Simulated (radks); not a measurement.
Results of a calculation; reference values are marked as such.
Task: Ionisation of neutral germanium, [Ar] 3d10 4s2 4p2, to Ge+, [Ar] 3d10 4s2 4p1, under several functionals. Dirac Kohn-Sham, spin-unpolarised, spherical densities, point nucleus; open shells fill j = l - 1/2 first; a radial shooting solver on a logarithmic mesh with Libxc functionals. Known Delta-SCF values: exchange-only PBE 6.805 eV; BLYP 7.453 eV; LDA (Slater exchange, VWN5 correlation) 7.722 eV. What does XLYP give, and what is its highest occupied eigenvalue?

Result: 7.480 eV by Delta-SCF; the 4p1/2 eigenvalue is -3.870 eV. NIST: 7.899 eV (measured).

Beside tabulated values, note that spin-unpolarised runs miss the spin-polarisation part of the exchange energy of open shells.
